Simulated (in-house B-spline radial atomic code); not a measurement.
**PBE hybrid excitations of Re VIII (Re7+)**

Method: PBE hybrid with 0.8 exact exchange. Computed with an all-electron radial atomic-structure program (B-spline basis): linear response of the closed shell [Xe] 4f14 with the functional's adiabatic kernel; scalar-relativistic (spin-free one-electron X2C), finite nucleus, no spin-orbit coupling, no double excitations, S, P, D and F terms only; shells from n = 3 respond. Only terms of natural parity with L up to 3 were computed.

Spin-orbit coupling is strong here, so these LS terms don't match observed levels.

Command:
```bash
python run_td.py task.json out
```
Settings (radii: box in bohr, nucleus in fm):
```
Z                        75
electrons                68
configuration            [Xe] 4f14
hamiltonian              x2c
method                   pbeh
box_radius               12.81
exact_exchange_fraction  0.8
rms_radius               5.3698
intervals                69
```

Cost of the run: 8.2 s on 1 thread of Arm Neoverse N1, with other jobs on the host.

The lowest states, in the order of their Tamm-Dancoff energies; the method's threshold (minus the highest occupied level) is 147.07 eV. Labels give the largest channel, * marks a mixed state, and oscillator strengths are full-response dipole values. Semilocal kernels can invert the small singlet-triplet splittings of Rydberg terms. Energies in eV:

```csv
state,full response,Tamm-Dancoff,oscillator strength
5p → 5d 3P,?,?,-
5p → 5d 3F,47.67,47.96,-
5p → 5d 1F,50.76,50.83,-
4f → 5d 3P,?,?,-
```

Problem. Where does 4f → 5d 3P lie?

Solution. At 52.57 eV in full response, 52.64 eV in Tamm-Dancoff.

Problem. Where does 5p → 5d 3P lie?

Solution. At 46.79 eV in full response, 46.94 eV in Tamm-Dancoff.

Problem. How large is the singlet-triplet splitting of 5p → 5d (F terms) in Tamm-Dancoff?

Solution. 2.87 eV, from the unrounded values.

Problem. What polarisabilities and dispersion coefficient does the method give?

Solution. Dipole 1.676 bohr³, quadrupole 1.892 bohr⁵, C6 5.771 hartree·bohr⁶ for two such species.
